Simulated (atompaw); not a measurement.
**hafnium: PAW (atompaw) pseudisation with PBE, scalar-relativistic reference atom.**

```
Element                 : hafnium
Generator               : atompaw 4.2.0.5
Type                    : PAW
Functional              : PBE
Relativity              : scalar-relativistic
Frozen core             : [Kr] 4d10 4f14
Valence charge          : 12
Reference configuration : 5s2 5p6 5d2 6s1 6p0 (charge +1)
Partial waves           : 5s (bound): rc 1.40 bohr; 6s (bound): rc 2.00 bohr; 5p (bound): rc 1.45 bohr; 6p (bound, empty): rc 3.00 bohr; 5d (bound): rc 3.00 bohr; 5d channel at 0.2 Ry: rc 3.00 bohr
Local potential         : bessel scheme, radius 2.35 bohr
Core correction         : smooth core density matched at 2.40 bohr
Augmentation charge     : sinc compensation charge, radius 3.00 bohr; PAW radius 3.00 bohr; waves and projectors: custom polynom vanderbiltortho
```

Poles of the logarithmic derivatives, all-electron (AE) and pseudo (PS). s: poles at -5.4, 0.9 (AE) and -5.4, 0.8 (PS) Ry. p: poles at -3.1, 2.2 (AE) and -3.1, 2.0 (PS) Ry. d: poles at -0.2, 4.5 (AE) and -0.2, 4.6 (PS) Ry. Test radius 3.00 bohr.

- Cutoffs needed: 30 Ry and 50 Ry (the cutoffs (Ry, on a coarse ladder) from which the occupation-weighted sum of valence levels, in a spherical-Bessel basis at the reference potential, stays within 10 and 1 mRy of its value at 400 Ry)
- Ghost test: no extra level below or beside the all-electron valence levels (s, p, d, f tested) (spherical-Bessel basis up to 400 Ry, 20 bohr box)
- Lowest eigenvalue of the overlap operator: 0.51 (p channel)
- Overlap eigenvalues printed by atompaw (projector basis): 0.511, 0.514, 0.941, 8.28, 123, 191
- Share of each valence orbital outside the PAW sphere: 5s 0 %, 6s 53 %, 5p 0 %, 6p 81 %, 5d 20 %
